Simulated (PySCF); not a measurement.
**MgGe and its ions**

ROHF; basis Mg def2-SVPD, Ge def2-SVPD; no relativity; PySCF 2.14. Neutral (ROHF): triplet (π ↑↑), Re = 2.838 Å, ωe = 138 cm⁻¹, De = 0.22 eV, HOMO -7.06 eV, LUMO -0.61 eV.

MgGe⁺ (UHF): doublet (π ↑), Re = 2.842 Å, ωe = 206 cm⁻¹, De = 0.69 eV to Mg⁺ + Ge. The energies at the minima are -2274.59764 hartree for MgGe and -2274.37682 for MgGe⁺.

**Question.** Work out the adiabatic ionisation energy, without and with harmonic zero-point energies (1 hartree = 27.2114 eV, 1 eV = 8065.5 cm⁻¹), and the change of the bond length.

**Answer.** At HF: 0.22082 hartree = 6.009 eV between the minima; the zero-point term (206.0 − 138.0)/2 cm⁻¹ = +0.004 eV makes it 6.013 eV. Re changes by +0.4 pm against the neutral. The electron leaves a π orbital; in so polar a molecule the change of length follows mostly from the change of the ionic charges.

UHF and ROHF references stand side by side, which adds small steps between rows. Spin–orbit coupling is left out. For an ion De counts to the pair picked by the measured ionisation energies or electron affinities, which need not be the lowest pair at this level. UHF is strongly spin-contaminated for MgGe, so the ROHF reference used there is far from stable. Hartree–Fock leaves out correlation, which carries a large part of most bond energies and some tenths to 1 eV of ionisation energies. States were picked by a PBE0 search and need not be the measured ground states.

Neutral and ion stand on different kinds of reference determinant, which adds to the error of the difference.
